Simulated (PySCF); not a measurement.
CH₇NSi₃, SMILES C1[SiH2][Si@H](N=1)[SiH3]. Atoms are numbered in the order given.

```xyz
12

Si     2.2159     0.7724     0.0489
Si     0.3763    -0.6831     0.1997
N     -0.8281    -0.0909     1.4500
C     -1.8558     0.2277     0.7223
Si    -1.5236    -0.2373    -1.1309
H      1.7156     2.1696    -0.2011
H      3.0361     0.7590     1.3109
H      3.0889     0.3550    -1.1056
H      0.8248    -2.0989     0.4596
H     -2.7590     0.6759     1.2043
H     -2.3627    -1.3844    -1.6382
H     -1.5714     0.8667    -2.1600
```

Geometry: PBE-D3(BJ)/def2-SVP. The structure was generated by enumeration; whether it is a known compound was not checked.

Method: PBE/def2-TZVP run with PySCF.

ESP charges are fitted to the potential on shells at 1.4 to 2.0 van der Waals radii. Atomic charges (e):

```json
[
 {"atom": "Si1", "ESP fit": "-0.03", "IAO": "0.25", "Mulliken": "0.02", "Löwdin": "0.10"},
 {"atom": "Si2", "ESP fit": "0.38", "IAO": "0.43", "Mulliken": "0.20", "Löwdin": "0.08"},
 {"atom": "N3", "ESP fit": "-0.49", "IAO": "-0.47", "Mulliken": "-0.23", "Löwdin": "0.00"},
 {"atom": "C4", "ESP fit": "0.25", "IAO": "-0.20", "Mulliken": "-0.07", "Löwdin": "-0.34"},
 {"atom": "Si5", "ESP fit": "-0.12", "IAO": "0.34", "Mulliken": "0.02", "Löwdin": "0.18"},
 {"atom": "H6", "ESP fit": "0.00", "IAO": "-0.08", "Mulliken": "-0.01", "Löwdin": "-0.02"},
 {"atom": "H7", "ESP fit": "0.01", "IAO": "-0.08", "Mulliken": "0.00", "Löwdin": "-0.02"},
 {"atom": "H8", "ESP fit": "-0.02", "IAO": "-0.08", "Mulliken": "-0.01", "Löwdin": "-0.02"},
 {"atom": "H9", "ESP fit": "-0.06", "IAO": "-0.08", "Mulliken": "-0.01", "Löwdin": "-0.02"},
 {"atom": "H10", "ESP fit": "0.05", "IAO": "0.14", "Mulliken": "0.11", "Löwdin": "0.11"},
 {"atom": "H11", "ESP fit": "0.01", "IAO": "-0.08", "Mulliken": "0.00", "Löwdin": "-0.02"},
 {"atom": "H12", "ESP fit": "0.01", "IAO": "-0.08", "Mulliken": "-0.01", "Löwdin": "-0.02"}
]
```

Computed Mayer and Wiberg (Löwdin basis) orders of the bonds:
```
bond     Mayer  Wiberg
-------  -----  ------
Si1–Si2   0.94    1.15
Si2–N3    0.98    1.17
N3–C4     1.86    2.30
Si2–Si5   0.92    1.04
C4–Si5    0.92    1.11
Si1–H6    0.94    0.96
Si1–H7    0.93    0.96
Si1–H8    0.93    0.96
Si2–H9    0.90    0.91
C4–H10    0.89    0.89
Si5–H11   0.92    0.93
Si5–H12   0.91    0.94
```
